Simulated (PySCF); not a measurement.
## Bonding in `Cc1cc[p-]c1C`

Species: C6H8P (charge -1).
SMILES with atom numbers: `[CH3:1][c:2]1[cH:3][cH:4][p-:5][c:6]1[CH3:7]` (hydrogens: H8, H9, H10 on C1; H11 on C3; H12 on C4; H13, H14, H15 on C7)

Cartesian coordinates in Å at the GFN2-xTB level; atoms count from 1:
```
atom  x, y, z in Å
C1    -0.7609    1.4790    0.5204
C2     0.2419    0.4479    0.0896
C3     1.6158    0.6955   -0.0343
C4     2.3261   -0.4097   -0.4444
P5     1.3147   -1.8087   -0.6923
C6    -0.0898   -0.8592   -0.2301
C7    -1.4891   -1.3976   -0.1847
H8    -1.2796    1.1715    1.4339
H9    -0.2679    2.4327    0.7139
H10   -1.5224    1.6379   -0.2495
H11    2.0707    1.6596    0.1726
H12    3.3972   -0.4343   -0.5997
H13   -1.5003   -2.4477   -0.4738
H14   -1.9133   -1.3124    0.8220
H15   -2.1474   -0.8466   -0.8656
```

Bond orders from the PBE0/pcSseg-1 density (PySCF). Isolated species at its GFN2-xTB geometry, gas phase. The pcSseg-1 basis has no diffuse functions, a weakness for an anion.

(1) How far do the computed orders between heavy atoms stray from the drawn ones?

(2) Give the Mayer order of every bond, beside its length.

Answers

(1) The largest departure is 0.255, at P5–C6 (drawn aromatic, 1.245), counting aromatic bonds as 1.5. The bonds drawn aromatic range from 1.25 to 1.50.

(2) 
```json
{"bond": "C1–C2", "drawn as": "single", "length (Å)": "1.501", "Mayer order": "1.078"}
{"bond": "C2–C3", "drawn as": "aromatic", "length (Å)": "1.402", "Mayer order": "1.358"}
{"bond": "C3–C4", "drawn as": "aromatic", "length (Å)": "1.376", "Mayer order": "1.486"}
{"bond": "C4–P5", "drawn as": "aromatic", "length (Å)": "1.744", "Mayer order": "1.274"}
{"bond": "P5–C6", "drawn as": "aromatic", "length (Å)": "1.757", "Mayer order": "1.245"}
{"bond": "C6–C7", "drawn as": "single", "length (Å)": "1.500", "Mayer order": "1.092"}
{"bond": "C6–C2", "drawn as": "aromatic", "length (Å)": "1.386", "Mayer order": "1.498"}
{"bond": "C1–H8", "drawn as": "single", "length (Å)": "1.095", "Mayer order": "0.950"}
{"bond": "C1–H9", "drawn as": "single", "length (Å)": "1.091", "Mayer order": "0.962"}
{"bond": "C1–H10", "drawn as": "single", "length (Å)": "1.094", "Mayer order": "0.950"}
{"bond": "C3–H11", "drawn as": "single", "length (Å)": "1.086", "Mayer order": "0.970"}
{"bond": "C4–H12", "drawn as": "single", "length (Å)": "1.083", "Mayer order": "0.958"}
{"bond": "C7–H13", "drawn as": "single", "length (Å)": "1.089", "Mayer order": "0.962"}
{"bond": "C7–H14", "drawn as": "single", "length (Å)": "1.096", "Mayer order": "0.953"}
{"bond": "C7–H15", "drawn as": "single", "length (Å)": "1.096", "Mayer order": "0.953"}
```

Bonds between the same two heavy elements. C–C: lowest C1–C2 (1.078, 1.501 Å), highest C6–C2 (1.498, 1.386 Å). C–P: lowest P5–C6 (1.245, 1.757 Å), highest C4–P5 (1.274, 1.744 Å).

Question: Sum the orders of all bonds at each heavy atom with more than one neighbour and set the sums beside the valence in the SMILES.

Answer: C1 3.940 (drawn 4), C2 3.934 (drawn 4), C3 3.814 (drawn 4), C4 3.718 (drawn 4), P5 2.519 (drawn 2), C6 3.835 (drawn 4), C7 3.960 (drawn 4). Orders between atoms that aren't bonded are not in these sums.

Mayer orders depend on the basis set.
